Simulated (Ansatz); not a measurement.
Mulliken charges of `N=CC[TeH]` from B3LYP/def2-TZVPP in Ansatz (PBE0-D4/def2-TZVP geometry).

```json
{"atom": "N1", "x (Å)": "-1.378", "y (Å)": "0.266", "z (Å)": "1.322", "charge (e)": "-0.248"}
{"atom": "C2", "x (Å)": "-0.816", "y (Å)": "-0.034", "z (Å)": "0.229", "charge (e)": "-0.061"}
{"atom": "C3", "x (Å)": "0.481", "y (Å)": "0.574", "z (Å)": "-0.150", "charge (e)": "-0.238"}
{"atom": "Te4", "x (Å)": "2.057", "y (Å)": "-0.905", "z (Å)": "-0.058", "charge (e)": "0.098"}
{"atom": "H5", "x (Å)": "-2.249", "y (Å)": "-0.249", "z (Å)": "1.437", "charge (e)": "0.149"}
{"atom": "H6", "x (Å)": "-1.226", "y (Å)": "-0.760", "z (Å)": "-0.486", "charge (e)": "0.079"}
{"atom": "H7", "x (Å)": "0.754", "y (Å)": "1.369", "z (Å)": "0.541", "charge (e)": "0.133"}
{"atom": "H8", "x (Å)": "0.489", "y (Å)": "0.944", "z (Å)": "-1.175", "charge (e)": "0.129"}
{"atom": "H9", "x (Å)": "1.977", "y (Å)": "-1.251", "z (Å)": "-1.677", "charge (e)": "-0.040"}
```

Task: By hand: the dipole of these point charges (1 e Å = 4.8032 D).

Result: Σ q r = (0.131, -0.032, -0.149) e Å, of length 0.201 e Å = 0.97 D.

Task: How does the dipole of the full density compare? (An estimate is asked.)

Result: Computed: (-0.105, -0.107, -0.360) e Å, 1.87 D; the point charges give 0.52 times that, at 56° from its direction.

Point charges leave out the atoms' own dipoles, such as those of lone pairs, and Mulliken's split depends on the basis, so the two needn't agree.

B3LYP here is the variant with VWN-RPA as its local correlation; programs differ in this.
